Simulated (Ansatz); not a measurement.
Consider the ligand exchange at a Ge–C bond: `S[CH2][GeH3]` + `CC(O)=S` → `CC(=S)[O][GeH3]` + CH₃SH.

Program: Ansatz. Geometries: PBE0-D4/def2-TZVP. ΔE: electronic, gas phase. CCSD(T)/CBS is the MP2 limit (def2-TZVPP, def2-QZVPP) plus CCSD(T) − MP2 in def2-TZVPP, frozen cores. This one scheme is used for every species. DFT in def2-TZVPP. For Ge outer-core shells are correlated without core-valence functions, which leaves a few kJ/mol of doubt a bond. Scalar relativity is left out up to krypton. Each species was taken in one conformer, which may not be the lowest.

```csv
level,ΔE (kcal/mol),difference from CCSD(T)/CBS
revPBE-D4,-2.6,0.1
r2SCAN0-D4,-2.6,0.1
ωB97X-V,-3.5,-0.8
r2SCAN,-2.8,-0.1
RPA@PBE/def2-TZVPP,-3.6,-0.9
CCSD(T)/def2-SVP,-3.1,-0.4
CCSD/def2-TZVPP,-3.3,-0.6
CCSD(T)/def2-TZVPP,-3.2,-0.5
HF/def2-QZVPP,-6.4,-3.7
CCSD/CBS(def2),-2.9,-0.2
CCSD(T)/CBS,-2.7,0
```

Largest T1 diagnostic among the species: 0.017.

Leaving LDA and LC-ωPBE aside and taking each functional with its dispersion term where it has one, the values, not all of them listed here, spread over 3.0 kcal/mol, from BHLYP-D4 to HSE06-D4. LDA lies +1.2 kcal/mol from PBE without D4. In def2-TZVPP, CCSD(T) changes the Hartree–Fock value by +2.7 kcal/mol (the triples alone add +0.1 kcal/mol) and MP2 by +2.8 kcal/mol.
